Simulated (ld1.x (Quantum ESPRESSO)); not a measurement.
The numbers below are computed, except where a source is named.
## Hardness and transferability of assorted potentials

Generated with ld1.x 7.5 (TM, RRKJ, ultrasoft, PAW), atompaw 4.2 or ONCVPSP 4.0.1. The cutoff is in Ry: for ld1.x and atompaw files where the sum of valence levels is converged to 10 mRy in a Bessel basis, for ONCV files where the hardest occupied wave has 1 mHa per electron of residual kinetic energy. The error is the largest all-electron minus pseudo excitation energy over each file’s own four to seven test configurations (ionisations up to +4, promotions, holes and added fractions of an electron), all of which were solved. The labels leave out finer settings (local radius, basis sizes, second energies), which also bear on the numbers. Spin-polarised tests are not counted. The rows are a selection from randomly drawn settings: files with unsolved tests, undetermined cutoffs or missed reference levels are left out.

A true bound ghost makes a file unfit for plane-wave use even where its test errors are small: the radial tests pick states by their node count and pass the ghost by.

```csv
element,potential,cutoff (Ry),largest error (meV),bound ghosts
C,"TM semilocal, revPBE, scalar-relativistic, rc 0.90/1.25/1.05 (spd), local s, core correction no, reference 2s2 2p0",70,+358,none
S,"ultrasoft, LDA (PZ), scalar-relativistic, rc 0.85/0.70/1.00 (spd), local d, core correction no, reference 2s2 2p6 3s2 3p4",260,+188,none
S,"PAW, Wu–Cohen, scalar-relativistic, rc 0.70/0.70 (sp), local smoothed, core correction yes, reference 2s2 2p6 3s2 3p4",260,-31,none
Fe,"TM, PBE, scalar-relativistic, rc 2.40/2.55/1.80 (spd), local smoothed, core correction yes, reference 3d6 4s1.75 4p0",80,-267,none
```

Problem. Fill in the row for Ta: TM, LDA (PZ), scalar-relativistic, rc 2.20/3.80/1.70 (spd), local p, core correction yes, reference 5d3 6s1.5 6p0.5.

Solution. cutoff 30 Ry, largest error -297 meV, bound ghosts: none.

Problem. Fill in the row for Cd: TM, PBE, scalar-relativistic, rc 2.30/2.90 (sp), local s, core correction yes, reference 5s1.75 5p0.

Solution. cutoff 8 Ry, largest error -179 meV, bound ghosts: none.

Problem. Fill in the row for Te: TM, PBE, fully relativistic, rc 1.55/2.40/2.25 (spd), local d, core correction yes, reference 5s2 5p4.

Solution. cutoff 35 Ry, largest error -181 meV, bound ghosts: s, p3/2, p1/2.
